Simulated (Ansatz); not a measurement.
Reactions of ClH$_{2}$NOSW, SMILES `[NH2][W](=[O])(=[S])[Cl]`.

Isolated molecules relaxed with PBE0-D4/def2-TZVP in Ansatz; ΔE leaves out vibrations. CBS: MP2 limit from def2 TZ/QZ plus the TZ coupled-cluster correction, frozen cores. This one scheme is used for every species. DFT in def2-TZVPP. def2 core potentials past Kr. For W outer-core shells are correlated without core-valence functions, which leaves a few kJ/mol of doubt a bond. One conformer a species, not always the lowest.

```
                                                            reaction  CCSD(T)/CBS(def2) (kcal/mol)
  `[NH2][W](=[O])(=[S])[Cl]` + H–F → `[NH2][W](=[O])([F])=[S]` + HCl                           3.2
`[NH2][W](=[O])(=[S])[Cl]` + NH₃ → `[NH2][W]([NH2])(=[O])=[S]` + HCl                          14.7
  `[NH2][W](=[O])(=[S])[Cl]` + H₂O → `[O]=[W]([OH])(=[S])[Cl]` + NH₃                          -2.8
  `[NH2][W](=[O])(=[S])[Cl]` + HCl → `[O]=[W](=[S])([Cl])[Cl]` + NH₃                             ?
```

(1) Fill in the missing values. (Estimate.)

Largest T1 diagnostic: 0.022, for `[NH2][W]([NH2])(=[O])=[S]`.

Answers

(1) Ansatz gave: `[NH2][W](=[O])(=[S])[Cl]` + HCl → `[O]=[W](=[S])([Cl])[Cl]` + NH₃: -9.0 kcal/mol.
